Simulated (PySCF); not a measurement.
## Radial density of N⁺ (nitrogen, charge +1)

TPSS, [He] 2s2 2p2, high-spin 3P determinant. Computed with PySCF 2.14 in 6-31G* (3s2p1d, 14 functions), with the non-relativistic Hamiltonian (point nucleus).

```csv
r (bohr),4πr²ρ (e/bohr),4πr²(ρα − ρβ)
0.00417,0.04170,0.0000
0.00701,0.1151,0.0001
0.0118,0.3068,0.0002
0.0198,0.7717,0.0006
0.0334,1.814,0.0016
0.0561,3.738,0.0042
0.0944,6.263,0.0131
0.159,7.372,0.0559
0.267,5.013,0.2460
0.449,2.239,0.7485
0.756,2.866,1.4552
1.27,2.709,1.2386
2.14,0.6374,0.3065
3.60,0.04165,0.0250
6.05,1.113e-05,0.0000
```
